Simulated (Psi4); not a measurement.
H10Si5, charge +1, doublet, geometry from GFN2-xTB (a state made from the parent by changing its charge; the spin is typed, not shown lowest); Psi4 1.11 with BLYP/6-31G*.

Here is a job for Psi4.
```
memory 2 GB

molecule {
1 2
  Si    0.82446069    1.13111730    1.47382956
  Si    1.91082162   -0.58695892    0.19217550
  Si    0.23512630   -1.73658094   -1.01238863
  Si   -1.76213005   -0.48865856   -0.83135257
  Si   -1.20208739    1.63120250    0.14810444
  H     0.34054726    0.70429964    2.78855113
  H     1.50627382    2.39621538    1.74171356
  H     2.67542003   -1.34807890    1.18094139
  H     2.88994674    0.12526055   -0.63345913
  H     0.04845878   -3.07975288   -0.46014223
  H     0.62423593   -1.87293977   -2.41730747
  H    -2.77128127   -1.06103311    0.06391467
  H    -2.45349808   -0.14427250   -2.07438411
  H    -0.79943115    2.66650042   -0.80625575
  H    -2.14734844    2.31210189    1.03127161
}

set basis 6-31g*
set reference uks
set scf_type pk
set puream true
set d_convergence 1e-8
set dft_radial_points 99
set dft_spherical_points 590

energy('blyp')
print_variables()
```

The log (banner, timings and long lists left out):

```
   => Loading Basis Set <=

    Name: 6-31G*
    Role: ORBITAL
    Keyword: BASIS

         ---------------------------------------------------------
                                   SCF
               by Justin Turney, Rob Parrish, Andy Simmonett
                          and Daniel G. A. Smith
                              UKS Reference
         ---------------------------------------------------------

  ==> Geometry <==

    Molecular point group: c1
    Full point group: C1

    Geometry (in Angstrom), charge = 1, multiplicity = 2:

       Center              X                  Y                   Z               Mass
    ------------   -----------------  -----------------  -----------------  -----------------
         SI           0.823888179782     1.135729678263     1.476569665089    27.976926534650
         SI           1.910249109782    -0.582346541737     0.194915605089    27.976926534650
         SI           0.234553789782    -1.731968561737    -1.009648524911    27.976926534650
         SI          -1.762702560218    -0.484046181737    -0.828612464911    27.976926534650
         SI          -1.202659900218     1.635814878263     0.150844545089    27.976926534650
         H            0.339974749782     0.708912018263     2.791291235089     1.007825032230
         H            1.505701309782     2.400827758263     1.744453665089     1.007825032230
         H            2.674847519782    -1.343466521737     1.183681495089     1.007825032230
         H            2.889374229782     0.129872928263    -0.630719024911     1.007825032230
         H            0.047886269782    -3.075140501737    -0.457402124911     1.007825032230
         H            0.623663419782    -1.868327391737    -2.414567364911     1.007825032230
         H           -2.771853780218    -1.056420731737     0.066654775089     1.007825032230
         H           -2.454070590218    -0.139660121737    -2.071644004911     1.007825032230
         H           -0.800003660218     2.671112798263    -0.803515644911     1.007825032230
         H           -2.147920950218     2.316714268263     1.034011715089     1.007825032230

  Running in c1 symmetry.

  Rotational constants: A =      0.04895  B =      0.04864  C =      0.02608 [cm^-1]
  Rotational constants: A =   1467.47216  B =   1458.04380  C =    781.83492 [MHz]
  Nuclear repulsion =  485.055414836944180

  Charge       = 1
  Multiplicity = 2
  Electrons    = 79
  Nalpha       = 40
  Nbeta        = 39

  ==> Algorithm <==

  SCF Algorithm Type is PK.
  DIIS enabled.
  MOM disabled.
  Fractional occupation disabled.
  Guess Type is SAD.
  Energy threshold   = 1.00e-06
  Density threshold  = 1.00e-08
  Integral threshold = 1.00e-12

  ==> Primary Basis <==

  Basis Set: 6-31G*
    Blend: 6-31G*
    Number of shells: 60
    Number of basis functions: 110
    Number of Cartesian functions: 115
    Spherical Harmonics?: true
    Max angular momentum: 2

  ==> DFT Potential <==

   => LibXC <=

    Version 7.1.2
    S. Lehtola, C. Steigemann, M. J. T. Oliveira, and M. A. L. Marques,  SoftwareX 7, 1–5 (2018) (10.1016/j.softx.2017.11.002)

   => Composite Functional: BLYP <=

    BLYP GGA Exchange-Correlation Functional

    P.J. Stephens et. al., J. Phys. Chem., 98, 11623-11627, 1994
    B. Miehlich et. al., Chem. Phys. Lett., 157(3), 200-206 1989

    Deriv               =              1
    GGA                 =           TRUE
    Meta                =          FALSE

    Exchange Hybrid     =          FALSE
    MP2 Hybrid          =          FALSE

   => Exchange Functionals <=

    1.0000     XC_GGA_X_B88

   => Correlation Functionals <=

    1.0000     XC_GGA_C_LYP

   => LibXC Density Thresholds  <==

    XC_GGA_C_LYP:  1.00E-14
    XC_GGA_X_B88:  1.00E-15

   => Molecular Quadrature <=

    Radial Scheme          =       TREUTLER
    Pruning Scheme         =           NONE
    Nuclear Scheme         =       TREUTLER

    Blocking Scheme        =         OCTREE
[...]
    Total     110     110
   -------------------------

  ==> Iterations <==

                        Total Energy        Delta E     RMS |[F,P]|

   @UKS iter SAD: -1452.76299785225910   -1.45276e+03   0.00000e+00
   @UKS iter   1: -1452.89465738752415   -1.31660e-01   2.98787e-03 ADIIS/DIIS
   @UKS iter   2: -1452.79540395192384    9.92534e-02   3.62330e-03 ADIIS/DIIS
   @UKS iter   3: -1452.92208880375301   -1.26685e-01   2.46596e-03 ADIIS/DIIS
   @UKS iter   4: -1452.99760989050014   -7.55211e-02   6.09049e-04 ADIIS/DIIS
   @UKS iter   5: -1453.00093876095389   -3.32887e-03   3.37728e-04 ADIIS/DIIS
   @UKS iter   6: -1453.00243692685535   -1.49817e-03   6.47452e-05 DIIS
   @UKS iter   7: -1453.00235925383890    7.76730e-05   9.45467e-05 DIIS
   @UKS iter   8: -1453.00249093956677   -1.31686e-04   1.43995e-05 DIIS
   @UKS iter   9: -1453.00249402114628   -3.08158e-06   3.69974e-06 DIIS
   @UKS iter  10: -1453.00249419297529   -1.71829e-07   1.16792e-06 DIIS
   @UKS iter  11: -1453.00249420838850   -1.54132e-08   4.44196e-07 DIIS
   @UKS iter  12: -1453.00249421055832   -2.16983e-09   1.28984e-07 DIIS
   @UKS iter  13: -1453.00249421077251   -2.14186e-10   2.48135e-08 DIIS
   @UKS iter  14: -1453.00249421077910   -6.59384e-12   9.39497e-09 DIIS
  Energy and wave function converged.

  ==> Post-Iterations <==

   Electrons on quadrature grid:
      Nalpha   =   39.9999991835 ; deviation = -8.165e-07
      Nbeta    =   38.9999991585 ; deviation = -8.415e-07
      Ntotal   =   78.9999983420 ; deviation = -1.658e-06

   @Spin Contamination Metric:   2.282661531E-03
   @S^2 Expected:                7.500000000E-01
   @S^2 Observed:                7.522826615E-01
   @S   Expected:                5.000000000E-01
   @S   Observed:                5.000000000E-01

    Orbital Energies [Eh]
    ---------------------

    Alpha Occupied:

[...]
      40A     -0.419510

    Alpha Virtual:

[...]
     110A      1.061807

    Beta Occupied:

[...]
    Beta Virtual:

[...]
    Final Occupation by Irrep:
              A
    DOCC [    39 ]
    SOCC [     1 ]
    NA   [    40 ]
    NB   [    39 ]

  @UKS Final Energy: -1453.00249421077910

   => Energetics <=

    Nuclear Repulsion Energy =            485.0554148369441805
    One-Electron Energy =               -2965.7433669464739978
    Two-Electron Energy =                1135.6954943060773076
    DFT Exchange-Correlation Energy =    -108.0100364073266377
    Empirical Dispersion Energy =           0.0000000000000000
    VV10 Nonlocal Energy =                  0.0000000000000000
    Total Energy =                      -1453.0024942107791048

  UHF NO Occupations:
  HONO-2 :   38  A 1.9996047
  HONO-1 :   39  A 1.9995086
  HONO-0 :   40  A 1.0000000
  LUNO+0 :   41  A 0.0004914
  LUNO+1 :   42  A 0.0003953
  LUNO+2 :   43  A 0.0000766
  LUNO+3 :   44  A 0.0000499

Computation Completed

Properties will be evaluated at   0.000000,   0.000000,   0.000000 [a0]

Properties computed using the SCF density matrix

 Multipole Moments:

 ------------------------------------------------------------------------------------
     Multipole            Electronic (a.u.)      Nuclear  (a.u.)        Total (a.u.)
 ------------------------------------------------------------------------------------

 L = 1.  Multiply by 2.5417464519 to convert [e a0] to [Debye]
 Dipole X            :          0.0445882           -0.0865510           -0.0419628
 Dipole Y            :         -0.3505922            0.6972906            0.3466984
 Dipole Z            :         -0.2092250            0.4142436            0.2050186
 Magnitude           :                                                    0.4049608

 ------------------------------------------------------------------------------------

  Variable Map:
  ----------------------------------------------------------------------------
[...]
  Array Variable Map:
  ----------------------------------------------------------------------------
[...]
[...]
```
